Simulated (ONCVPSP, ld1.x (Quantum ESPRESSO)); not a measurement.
Pseudopotentials across the periodic table

Generated with ld1.x 7.5 (TM, RRKJ, ultrasoft, PAW), atompaw 4.2 or ONCVPSP 4.0.1. The cutoff is in Ry: for ld1.x and atompaw files where the sum of valence levels is converged to 10 mRy in a Bessel basis, for ONCV files where the hardest occupied wave has 1 mHa per electron of residual kinetic energy. The error is the largest all-electron minus pseudo excitation energy over each file’s own four to seven test configurations (ionisations up to +4, promotions, holes and added fractions of an electron), all of which were solved. The labels leave out finer settings (local radius, basis sizes, second energies), which also bear on the numbers. Spin-polarised tests are not counted. The rows are a selection from randomly drawn settings: files with unsolved tests, undetermined cutoffs or missed reference levels are left out.

A true bound ghost makes a file unfit for plane-wave use even where its test errors are small: the radial tests pick states by their node count and pass the ghost by.

| element | potential | cutoff (Ry) | largest error (meV) | bound ghosts |
| --- | --- | --- | --- | --- |
| F | RRKJ, PBEsol, scalar-relativistic, rc 0.85/1.05 (sp), local smoothed, core correction yes, reference 2s2 2p5 | 120 | +802 | none |
| F | PAW, LDA (PZ), scalar-relativistic, rc 0.75/0.90/0.90 (spd), local smoothed, core correction yes, reference 2s2 2p3 | 90 | +10 | none |
| V | ONCV, PBEsol, scalar-relativistic, rc 1.55/1.40/2.05/1.65 (spdf), local smoothed, core correction yes, reference 3s2 3p6 3d3 4s1.75 4p0.25, qcut 9.9/8/7.8/5.9, projectors 2/2/2/2 | 55 | +3.4 | none |
| Ga | ONCV, PW91, scalar-relativistic, rc 1.10/0.90/0.85 (spd), local d, core correction no, reference 3s2 3p6 3d10 4s2, qcut 8.6/18.6/16.8, projectors 2/2/0 | 233 | -1.2 | none |
| In | ONCV, LDA (Perdew-Wang 92), fully relativistic, rc 1.95/3.00/1.00/3.30 (spdf), local smoothed, core correction yes, reference 4d10 5s2 5p0.75, qcut 2.8/3.1/10.5/3.3, projectors 2/3/2/2 | 88 | -113 | s, p3/2, f7/2, p1/2, f5/2 |
| Tl | ultrasoft, PW91, fully relativistic, rc 2.10/2.45/2.10 (spd), local smoothed, core correction yes, reference 6s1 6p2 | 8 | -207 | d3/2, d5/2 |

Q: Fill in the row for Ne: ONCV, PBEsol, scalar-relativistic, rc 0.75/1.40/1.55 (spd), local s, core correction no, reference 2s2 2p6, qcut 9.6/12.4/5.8, projectors 0/2/3.

A: cutoff 101 Ry, largest error +1012 meV, bound ghosts: none.

Q: Fill in the row for Se: TM, BLYP, scalar-relativistic, rc 1.55/1.25/0.90 (spd), local p, core correction no, reference 3d10 4s2 4p4.

A: cutoff 300 Ry, largest error -772 meV, bound ghosts: s.

Q: Fill in the row for Ce: ONCV, LDA (Perdew-Wang 92), scalar-relativistic, rc 2.45/2.10/3.85/1.80 (spdf), local smoothed, core correction yes, reference 4f1 5s2 5p6 5d1 6s2, qcut 5.8/6.2/4.5/9.6, projectors 2/1/1/3.

A: cutoff 75 Ry, largest error +580 meV, bound ghosts: none.
